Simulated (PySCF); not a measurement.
**Spinor energies of Os(31+) (osmium, charge +31)**

Start: [Kr] 4d9; 4d3/2 filled at m_j = -3/2, -1/2, +1/2, +3/2; 4d5/2 filled at m_j = -3/2, -1/2, +1/2, +3/2, +5/2. Calculated with PySCF 2.14 in an even-tempered Gaussian basis (17 s from 2.9 bohr⁻², ratio 2.8; 14 p from 3.8 bohr⁻², ratio 2.8; 9 d from 3.8 bohr⁻², ratio 2.8; 3 f from 18 bohr⁻², ratio 3): generalised Hartree-Fock with the X2C-1e Hamiltonian and a Gaussian nucleus; one run each with spin-orbit coupling (SO) switched off, then screened by Boettger's factors.

```tsv
spinor shell	electrons	ε, spin-free (eV)	ε, screened SO (eV)	weight of nominal j (screened SO)	rms radius, screened SO (bohr)
1s1/2	2	-75432.0	-75407.3	1.000	0.0201
2s1/2	2	-14244.3	-14236.4	1.000	0.0810
2p1/2	2	-12559.0	-13656.2	1.000	0.0688
2p3/2	4	-12559.0	-12119.6	1.000	0.0764
3s1/2	2	-4263.1	-4260.5	1.000	0.207
3p1/2	2	-3760.2	-4004.6	1.000	0.198
3p3/2	4	-3760.2	-3660.4	1.000	0.212
3d3/2	4	-3194.1	-3237.9	1.000	0.187
4s1/2	2	-1731.5	-1730.7	1.000	0.431
4p1/2	2	-1546.6	-1618.5	1.000	0.433
4p3/2	4	-1546.6	-1516.6	1.000	0.460
4d3/2	4	-1322.5	-1334.6	0.994	0.455
4d5/2	5	-1322.5	-1313.8	0.996	0.462
```

**Question.** Where does 3d5/2 lie, and what is the 3d spin-orbit splitting (screened SO)?

**Answer.** At -3162.7 eV, 75.185 eV above 3d3/2.

```tsv
quantity	spin-free	screened SO
E (hartree)	-16751.68261	-16774.71986
M_J	5/2	5/2
⟨J²⟩	8.751	8.751
⟨L²⟩	6.001	6.093
⟨S²⟩	0.750	0.843
```

Each row is a mean over spinors that exchange with the open shell spreads, by up to 14.865 eV (4p3/2).

Breit and QED terms are absent; they matter most for the inner s and p1/2 levels.

Densities and radii are taken from the X2C orbitals without a picture-change correction, which distorts them close to the nucleus.

Without spin-orbit coupling the j labels of p, d and f shells carry no meaning; the spin-free column gives the mean over the occupied spinors of each nl shell.
